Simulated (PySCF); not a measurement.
Compound: H6N2Sn.
Structure used (PBE0-D3(BJ)/def2-SVP), in Å, numbered top down from 1:
```
atom  x, y, z in Å
N1     1.7070    0.0988    0.2841
Sn2   -0.1993    0.7970    0.0958
N3    -1.4887   -0.7453   -0.3026
H4     1.7611   -0.7475    0.8486
H5     2.1487   -0.1060   -0.6102
H6    -0.6982    1.4159    1.6106
H7    -0.1221    1.9921   -1.1390
H8    -2.4452   -0.5498   -0.0117
H9    -1.5200   -1.0236   -1.2815
```

Theory: PySCF, PBE0-D3(BJ)/def2-SVP geometry optimisation, gas phase, def2 core potentials past Kr.

Question: Which atoms are bound to Sn2, and at what distances?

Answer: 4 atoms: H6 1.711 Å, H7 1.720 Å, N1 2.039 Å, N3 2.049 Å. The nearest atom not counted as bound is H4, at 2.61 Å (others tie with it).

Question: List the angles at Sn2.

Answer: 
```
    angle  degrees  distance of the outer atoms (Å)
N3–Sn2–H7    114.3                             3.17
H6–Sn2–H7    113.4                             2.87
N1–Sn2–N3    110.4                             3.36
N1–Sn2–H6    108.3                             3.05
N1–Sn2–H7    105.2                             2.99
N3–Sn2–H6    105.1                             2.99
```

Question: What is the shape at Sn2?

Answer: Distorted tetrahedral: angles from 105.1° to 114.3°; τ4 = (360° − α − β)/141° = 0.94 with α and β the two widest (0 for a square, 1 for a tetrahedron).

Question: What are the other bond lengths?

Answer: N1–H4 and 3 like bonds 1.018 Å.

Question: What are the rotational constants (commonest isotopes, rigid rotor)?

Answer: A = 10831, B = 4972, C = 3728 MHz: an asymmetric top.

Charge 0, singlet. No PBE0-D3(BJ)/def2-SVP frequencies stand behind this structure, so it isn't proved a minimum.

One conformer stands for the species.
